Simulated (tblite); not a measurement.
Species: C7H13NSi.
Atom-mapped SMILES: `[CH3:1][CH2:2][CH2:3][Si@H:4]1[CH2:5][C@@H:6]([C:7]#[N:8])[CH2:9]1` (hydrogens: H10, H11, H12 on C1; H13, H14 on C2; H15, H16 on C3; H17 on Si4; H18, H19 on C5; H20 on C6; H21, H22 on C9)

Cartesian coordinates in Å at the GFN2-xTB level; atoms count from 1:
```xyz
22
C7H13NSi angstrom
C     -3.5696   -0.3410    0.4715
C     -2.2950   -0.0367   -0.3067
C     -1.0989    0.1579    0.6220
Si     0.4879    0.6004   -0.3143
C      2.1390    0.5413    0.6523
C      2.7430   -0.4106   -0.4086
C      3.4082   -1.5416    0.1693
N      3.9005   -2.4554    0.6522
C      1.4623   -0.7983   -1.1896
H     -3.8143    0.4838    1.1377
H     -3.4439   -1.2400    1.0712
H     -4.4065   -0.4949   -0.2059
H     -2.4421    0.8663   -0.9023
H     -2.0880   -0.8559   -0.9980
H     -1.3319    0.9521    1.3330
H     -0.9549   -0.7512    1.2094
H      0.3375    1.8043   -1.1430
H      2.0758    0.0587    1.6262
H      2.7072    1.4585    0.7792
H      3.4468    0.1206   -1.0533
H      1.1355   -1.8058   -0.9348
H      1.5911   -0.7609   -2.2683
```

Level: GFN2-xTB in tblite, geometry and Hessian alike; calculated harmonic values, unscaled, isolated species. The method is semi-empirical: single wavenumbers can be off by several per cent or more. Modes of hydrogen on silicon can be 10 to 20 % off. One conformer, not necessarily the lowest.

Harmonic wavenumbers (cm⁻¹): 26.0, 42.8, 77.4, 104.7, 162.0, 180.4, 229.0, 236.0, 237.8, 323.0, 443.4, 532.9, 546.4, 551.0, 633.6, 693.0, 704.9, 731.1, 737.5, 764.8, 840.0, 842.8, 879.3, 954.8, 1011.2, 1017.3, 1055.7, 1065.0, 1079.2, 1115.1, 1117.2, 1188.0, 1189.4, 1218.8, 1226.2, 1246.9, 1282.5, 1288.3, 1351.9, 1415.8, 1466.7, 1472.5, 1473.6, 1499.4, 1503.1, 1505.3, 2217.6, 2398.5, 2954.3, 2962.6, 2974.3, 2981.6, 2986.8, 2997.5, 3004.3, 3020.0, 3026.2, 3029.1, 3032.0, 3036.9.

A = 3089, B = 578.1, C = 547.2 MHz; mass 139.082 u (most abundant isotopes); point group C1, symmetry number 1.

Q: What is the zero-point energy?

A: Half the sum of the wavenumbers: 39943 cm⁻¹ = 477.82 kJ/mol.

Q: Give the ideal-gas entropy at 273.15 K and 1 bar in the rigid-rotor, harmonic-oscillator model (classical rotation).

A: Translation 168.58, rotation 125.17, vibration 138.53: S = 432.3 J/(mol K).

Q: And Cp and H(273.15 K) − H(0)?

A: Cp = 165.72 J/(mol K), of which vibrations give 132.46 (their classical limit is 60 R = 498.9); H(273.15 K) − H(0) = 27.86 kJ/mol without the zero-point energy, 18.78 from vibrations.

Q: Blend soft modes into free rotors: weight 1/[1 + (100 cm⁻¹/ν̃)⁴] for the oscillator and the rest for a rotor with moment μB/(μ + B), μ = h/(8π²ν), B = 10⁻⁴⁴ kg m². What vibrational entropy results?

A: 122.32 J/(mol K) in place of 138.53, which changes −T·S at 273.15 K by +4.43 kJ/mol.

Q: How do the functions run with temperature in this model?

A: 
| T (K) | S (J/(mol K)) | Cp (J/(mol K)) | H − H(0) (kJ/mol) | G − H(0) (kJ/mol) | ln q(vib) |
| --- | --- | --- | --- | --- | --- |
| 100 | 312.7 | 87.8 | 6.16 | -25.11 | 2.89 |
| 200 | 386.5 | 130.5 | 17.05 | -60.25 | 6.15 |
| 300 | 448.4 | 179.1 | 32.49 | -102.04 | 9.20 |
| 500 | 561.9 | 268.6 | 77.69 | -203.27 | 15.15 |
| 800 | 708.9 | 356.2 | 172.56 | -394.60 | 23.70 |
| 1000 | 792.8 | 394.8 | 247.86 | -544.94 | 29.02 |

q(vib) and H(0) count from the zero-point level.

Q: What must be added to the electronic energy to get the Gibbs energy at 273.15 K and 1 bar?

A: ZPE + [H(273.15 K) − H(0)] − T·S = 477.82 + 27.86 − 118.08 = 387.60 kJ/mol.

Hindered rotation and anharmonicity are outside this model. Other conformers, if any are populated, would add a mixing term that is left out. The structure is chiral; the term R ln 2 for an equal mix with its mirror image is left out.
